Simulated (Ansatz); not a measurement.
Cost and result up the ladder for Cr2B2 (4 atoms). The state is a singlet with charge 0. Geometry: r2SCAN-D4/def2-SVP.

```xyz
4

Cr    0.156   -0.934   -0.399
Cr   -0.368    0.431    0.857
B    -1.200    0.279   -0.804
B     1.412    0.225    0.346
```

Ansatz on 4 threads of Arm Neoverse V1 on a shared host. Times are rough, and most runs start from the orbitals of an earlier one. No level here is sound enough to serve as a yardstick. Binding counts from free atoms at the same level (Cr septet, B doublet; other spins of the atoms weren't run), without zero-point energy or a counterpoise term.

B3LYP takes the VWN-RPA correlation. No other spin state of charge 0 was run. Another isomer (triplet) lies 4.30 eV lower at PBE0-D4/def2-TZVP; other spin states weren't run for this one.

Run but left out: BHLYP-D4/def2-TZVP (restricted singlet, unstable in another Hartree–Fock run and untested here); CCSD(T)/def2-TZVPP (restricted singlet, unstable towards broken spin symmetry).

| level | functions | wall time | binding energy per atom (eV) | remarks |
| --- | --- | --- | --- | --- |
| PBE-D4/def2-TZVP (with forces) | 152 | 3.8 s | 2.21 | restricted SCF unstable in HF |
| PBE0-D4/def2-TZVP | 152 | 4.7 s | 0.99 | restricted SCF unstable in HF |
| r2SCAN-D4/def2-TZVP | 152 | 6 s | 1.56 | restricted SCF unstable in HF |
| B3LYP-D4/def2-TZVP | 152 | 6 s | 1.25 | restricted SCF unstable in HF |
